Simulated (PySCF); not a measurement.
Spectrum to structure. The calculation used PySCF 2.14.0, density-fitted response routines, TDDFT PBE0/def2-SVPD, vertical, gas phase, core orbitals frozen in the response. Geometries: GFN2-xTB, one conformer each.

```
state  ν̃ (cm⁻¹)       f  main configurations (H = HOMO, L = LUMO)
   S1      42770   0.017                                 H→L (97%)
   S2      47090  0.0033                               H→L+1 (93%)
   S3      47470   0.011                               H-1→L (94%)
   S4      51230   0.015                             H-1→L+1 (96%)
   S5      52700   0.016                               H→L+2 (90%)
   S6      54070  0.0001                               H-3→L (86%)
   S7      55200   0.013   H-2→L (42%), H-2→L+1 (19%), H-5→L (12%)
   S8      57160   0.017   H-5→L (27%), H-2→L (24%), H-5→L+1 (12%)
```

Orbital energies (eV): HOMO-3 -10.35, HOMO-2 -10.10, HOMO-1 -9.14, HOMO -8.51, LUMO -1.93, LUMO+1 -1.46, LUMO+2 -0.45.

Question: Which structure fits?
A. `N#C[Si](N)(S)C#N`
B. `S([SiH3])[Si@H](CF)CC`
C. `CC[Si@@H](F)S[SiH3]`
D. `CC[Si@@H](P)S[SiH3]`

Answer: A. Its S1, at 5.30 eV, is the lowest among the candidates; the nearest of the others has S1 at 5.60 eV. S1 is HOMO→LUMO (97%). Löwdin shares by element: HOMO sulfur 75%, silicon 7%, hydrogen 6% or more, nitrogen 4% or more; LUMO carbon 29%, silicon 22%, sulfur 16% (atoms not listed hold the other 34%). At the same level the other candidates give, for their lowest levels:
- `CC[Si@@H](F)S[SiH3]`: 6.02 eV (f 0.014); 6.31 eV (f 0.010); 6.70 eV (f 0.012); 7.03 eV (f 0.026); 7.23 eV (f 0.005); T1 5.66 eV; HOMO -7.48, LUMO -0.13 eV
- `CC[Si@@H](CF)S[SiH3]`: 5.84 eV (f 0.014); 6.11 eV (f 0.006); 6.50 eV (f 0.011); 6.72 eV (f 0.017); 7.04 eV (f 0.035); T1 5.47 eV; HOMO -7.17, LUMO -0.05 eV
- `CC[Si@@H](P)S[SiH3]`: 5.60 eV (f 0.008); 5.93 eV (f 0.018); 6.12 eV (f 0.005); 6.36 eV (f 0.011); 6.46 eV (f 0.042); T1 5.28 eV; HOMO -7.06, LUMO -0.22 eV

Shape of the structure used: `[N:1]#[C:2][Si:3]([NH2:4])([SH:5])[C:6]#[N:7]`: H–N4–Si3–C2 -94°, H–N4–Si3–C2 61°, H–S5–Si3–C2 -42°.
Triplets come from the Tamm–Dancoff approximation.
